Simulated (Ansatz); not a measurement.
Geometry optimisation, RKS PBE0-D4/6-31G (Ansatz 0.2.0).

input.yaml

```yaml
crystal:
  periodic: [false, false, false]
  atoms:
    - { symbol: Si, position_ang: [0.0, 0.0, 0.0] }
    - { symbol: C, position_ang: [0.0, 0.0, 1.87] }
    - { symbol: H, position_ang: [-0.9996, -0.3092, 2.2405] }
    - { symbol: H, position_ang: [0.7676, -0.7111, 2.2405] }
    - { symbol: H, position_ang: [0.232, 1.0203, 2.2405] }
    - { symbol: F, position_ang: [1.4994, 0.0, -0.5295] }
    - { symbol: Cl, position_ang: [-1.0032, 1.7381, -0.7093] }
    - { symbol: F, position_ang: [-0.7489, -1.2974, -0.5295] }
basis:
  gaussian: { orbitals: "6-31G" }
hamiltonian:
  xc: pbe0
  dispersion: d4
relax:
  f_tol: 0.02
  max_steps: 40
```

Command:

```bash
$ ansatz run input.yaml --threads 1 --pin off --max-ram 2048MiB --backend cpu --events-out ev --progress --plain --runs-dir out
```

Question: Where does it end, and by what steps?

Answer: The forces met the threshold. Limits of this set-up: no polarisation functions. After 7 steps the energy has fallen by 0.324 eV; H3 moved furthest, 0.23 Å.

| step | energy less start (eV) | largest force component (eV/Å) | accepted |
| --- | --- | --- | --- |
| 0 | 0.0000 | 3.029 | yes |
| 1 | -0.2312 | 1.498 | yes |
| 2 | -0.3160 | 0.315 | yes |
| 3 | -0.3205 | 0.047 | yes |
| 4 | -0.3226 | 0.268 | yes |
| 5 | -0.3239 | 0.057 | yes |
| 6 | -0.3243 | 0.024 | yes |
| 7 | -0.3244 | 0.005 | yes |

```xyz
8
Properties=species:S:1:pos:R:3
Si -0.006 0.024 0.038
C -0.003 0.005 1.899
H -1.024 -0.087 2.276
H 0.586 -0.841 2.264
H 0.432 0.930 2.285
F 1.545 0.128 -0.591
Cl -1.128 1.665 -0.745
F -0.654 -1.382 -0.603
```

The run took 31 s on 1 thread of Arm Neoverse V1, with other jobs on the host, peak memory 0.15 GiB.
